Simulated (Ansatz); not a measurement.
Coupled-cluster diagnostics for Al2O6H6, Ansatz.

Geometry of the singlet (r2SCAN-D4/def2-SVP):

Cartesian coordinates in Å:
```
Al -0.955 0.234 -0.643
Al 1.560 -0.405 0.484
O 2.868 0.670 0.243
O -1.380 1.509 -1.683
O -2.044 -0.943 -0.005
O -0.742 -0.026 2.146
O 0.675 -0.407 -1.175
O -0.045 0.451 0.966
H -1.400 -0.619 1.704
H -2.836 -1.323 -0.390
H -2.156 2.069 -1.627
H 1.113 -0.160 -1.999
H 3.640 0.764 0.805
H 1.703 -1.816 1.174
```

Correlated methods freeze 16 core orbitals. The structure holds one bond between oxygen atoms, so isomers without such links may lie far lower. The structure comes from a short search, and lower isomers may exist.

(1) Estimate the CCSD(T) correlation energy, the shares of MP2 and (T), T1 and the reference's ⟨S²⟩ for: charge 0, singlet, own geometry in def2-SVP; charge 1, doublet, vertical in def2-SVP; and the rough time on 4 threads of Intel Xeon Platinum 8259CL on a shared host.

## Answers

(1) 
```tsv
state	basis	correlation (eV)	MP2 share (%)	(T) share (%)	T1	⟨S²⟩ (pure)	wall time	remarks
charge 0, singlet, own geometry	def2-SVP	-36.072	95.1	2.1	0.013	0.00 (0.00)	39 s	–
charge 1, doublet, vertical	def2-SVP	-35.171	93.3	2.5	0.100	0.76 (0.75)	6.8 min	large T1
```
Customary marks for T1 are 0.02 (closed shells), 0.045 (open shells) and about 0.05 (3d metals). T1 exceeds 0.02 in 1 of 2 rows and 0.045 in 1; the higher it lies, the less the single-reference result can be trusted.
